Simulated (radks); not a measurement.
Results of a calculation; reference values are marked as such.
Task: W57+, 17 electrons, occupied as [Ne] 3s2 3p5. Code: a radial shooting solver on a logarithmic mesh with Libxc functionals. Model: non-relativistic Kohn-Sham, SCAN, spin-polarised, spherical densities, point nucleus; open shells are filled with parallel spins first (spin-orbit coupling, left out, can overturn this in heavy ions); meta-GGA in the generalised Kohn-Sham scheme; relativity is left out, which matters for an element this heavy. Some entries of the table are withheld. Estimate them.

orbital  occ.  eigenvalue (hartree)  <r^2> (bohr^2)  r(max) (bohr)
1s up       1             -2500.662       0.0005599        0.01358
1s down     1             -2500.530       0.0005599        0.01358
2s up       1             -535.6684        0.008544        0.07353
2s down     1             -535.5855        0.008541        0.07355
2p up       3             -521.2080        0.006310        0.05713
2p down     3             -521.0694        0.006309        0.05715
3s up       1                   (1)         0.04663         0.1931
3s down     1                   (2)         0.04670         0.1932
3p up       3             -210.1230         0.04228         0.1809
3p down     2             -209.6701         0.04234         0.1809

Result: 
(1) 3s up eigenvalue (hartree): -215.9272
(2) 3s down eigenvalue (hartree): -215.4992
